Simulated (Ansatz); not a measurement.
[SiF3]- (SiF₃⁻), relaxed as a singlet with RKS PBE-D4/def2-TZVPD in Ansatz, starting from the GFN2-xTB geometry. Force threshold 0.02 eV/Å.

The highest occupied level of the charge -1 singlet lies above zero (up to 0.10 eV). By energy differences its removal costs 3.08 eV (vertical, to the charge 0 doublet, at PBE-D4/def2-TZVPD); a positive level beside a positive removal energy at the same level points to self-interaction error.

Start:

```xyz
4

Si   -0.1875    0.6554    0.0679
F    -0.9869   -0.6085    0.8624
F     1.3553    0.0981    0.4981
F    -0.1808   -0.1450   -1.4284
```

```csv
step,energy (eV),largest force component (eV/Å),SCF passes
1,-16026.8135,0.854,15
2,-16026.8574,0.205,18
3,-16026.8586,0.054,20
4,-16026.8587,0.010,14
```

Force components are those of the run's own axes.

End:

```xyz
4

Si   -0.174    0.609    0.062
F    -1.021   -0.604    0.890
F     1.386    0.122    0.513
F    -0.191   -0.127   -1.465
```

By distances, no bond broke or formed. The bond that changes most is Si1–F4, from 1.70 to 1.69 Å (atoms count from 1).

No frequencies were taken in this run, so the end may be a saddle point.

Hardware: 4 threads of Arm Neoverse V2 on a shared host. Wall time 2.2 s.
